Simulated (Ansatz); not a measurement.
A search over several starts for the lowest SCF solution of [SnCl3]- (SnCl₃⁻) at the given spin, in a small basis.

```yaml
crystal:
  periodic: [false, false, false]
  atoms:
    - {symbol: Sn, position_ang: [-0.004331, 0.005632, 0.921175]}
    - {symbol: Cl, position_ang: [2.226710, -0.032736, -0.296443]}
    - {symbol: Cl, position_ang: [-1.084400, 1.940722, -0.324029]}
    - {symbol: Cl, position_ang: [-1.137969, -1.913618, -0.300703]}
basis:
  gaussian: {orbitals: def2-SVP, initial_orbitals: start.molden}
total_charge: -1
hamiltonian: {xc: pbe0, dispersion: d4}
output: {orbitals: {seedname: orbitals}}
```

The file start.molden holds the orbitals of an earlier run on this structure, at another level or in another basis.

```sh
$ ansatz run in.yaml --threads 4 --pin off --events-out ev --progress --plain --max-ram 3916MiB
```

Output, abridged:

```
Functional definition: PBE0
816 factors; integrals over basis functions are off by at most 2.3e-4 eV
mean field evaluation 1: about -43381.8506 eV, gradient 1.5e1 eV
mean field evaluation 2: about -43382.1192 eV, gradient 3.3e-1 eV
mean field evaluation 4: about -43382.1678 eV, gradient 1.4e-3 eV
mean field evaluation 8: about -43381.5591 eV, gradient 1.3e1 eV
mean field evaluation 16: about -43382.1678 eV, gradient 3.6e-3 eV
mean field -43382.16784960 eV, -1594.2652629835 hartree, gradient 3.1e-5 eV, S^2 0.000000; 1 other end points of the search recorded, 0 dependent functions left out
reference -43382.16787252 eV, -1594.2652638254 hartree; 37, 37 occupied and 43, 43 virtual orbitals, 816 factors
Total energy: -43382.32145804 eV, -1594.2709079895 hartree
```

It took 0.85 s on 4 threads of Arm Neoverse V2 on a shared host.

In the def2 sets Sn takes a core potential; there is no spin–orbit coupling.
